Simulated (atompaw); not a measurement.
# Plane-wave convergence, PAW (atompaw) potential for Eu (Z = 63)

- Element: Eu
- Generator: atompaw 4.2.0.5
- Type: PAW
- Functional: PBEsol
- Relativity: scalar-relativistic
- Frozen core: [Kr]
- Valence charge: 27
- Reference configuration: 4d10 4f7 5s2 5p6 5d0 6s1 6p0 (charge +1)
- Partial waves: 5s (bound): rc 1.90 bohr; 6s (bound): rc 2.50 bohr; 5p (bound): rc 2.15 bohr; 6p (bound, empty): rc 2.50 bohr; 4d (bound): rc 1.10 bohr; 5d (bound, empty): rc 1.25 bohr; 4f (bound): rc 1.50 bohr; 4f channel at -0.2 Ry: rc 1.50 bohr
- Local potential: troulliermartins scheme with l = 4 at 0 Ry, radius 2.30 bohr
- Core correction: smooth core density matched at 2.45 bohr
- Augmentation charge: sinc compensation charge, radius 2.00 bohr; PAW radius 2.50 bohr; waves and projectors: custom rrkj gramschmidtortho

The pseudo-atom Hamiltonian at the reference potential is diagonalised in spherical Bessel functions j_l(qr) that vanish at 20 bohr, with q² up to the cutoff. All-electron valence levels (Ry): 5s -3.7457, 6s -0.6263, 5p -2.2080, 6p -0.3899, 4d -10.3558, 5d -0.5250, 4f -0.6580.

Task: How do the lowest levels (Ry) of each channel move with the cutoff, and are there ghosts?

Result:

```csv
cutoff (Ry),s #1,s #2,p #1,p #2,p #3,d #1,d #2,d #3,f #1,f #2,Σ f·Δε (mRy)
8,-3.7119,-0.5988,-2.1639,-0.3626,-0.1210,-0.5127,-0.1461,-0.0265,-0.0770,0.0203,102858.4
15,-3.7449,-0.6253,-2.2065,-0.3849,-0.1286,-0.5828,-0.1572,-0.0349,-0.0784,0.0170,101800.1
21,-3.7456,-0.6262,-2.2077,-0.3897,-0.1302,-0.6320,-0.1650,-0.0404,-0.0814,0.0091,101278.0
35,-3.7457,-0.6263,-2.2079,-0.3899,-0.1303,-5.2958,-0.5020,-0.1452,-0.0839,0.0012,54620.3
45,-3.7457,-0.6263,-2.2080,-0.3899,-0.1303,-8.6069,-0.5226,-0.1484,-0.5601,-0.0769,18175.5
60,-3.7457,-0.6263,-2.2080,-0.3899,-0.1303,-10.0904,-0.5248,-0.1488,-0.6564,-0.0774,2666.4
90,-3.7457,-0.6263,-2.2080,-0.3899,-0.1303,-10.3516,-0.5249,-0.1488,-0.6577,-0.0774,45.1
110,-3.7457,-0.6263,-2.2080,-0.3899,-0.1303,-10.3527,-0.5249,-0.1488,-0.6579,-0.0774,32.4
160,-3.7457,-0.6263,-2.2080,-0.3899,-0.1303,-10.3555,-0.5250,-0.1488,-0.6580,-0.0774,3.2
200,-3.7457,-0.6263,-2.2080,-0.3899,-0.1303,-10.3557,-0.5250,-0.1488,-0.6581,-0.0774,1.8
300,-3.7457,-0.6263,-2.2080,-0.3899,-0.1303,-10.3558,-0.5250,-0.1488,-0.6581,-0.0774,0.2
400,-3.7457,-0.6263,-2.2080,-0.3899,-0.1303,-10.3559,-0.5250,-0.1488,-0.6581,-0.0774,0.0
```

Result: no extra level below or beside the all-electron valence levels (s, p, d, f tested); 10 mRy is reached at 140 Ry and 1 mRy at 230 Ry.
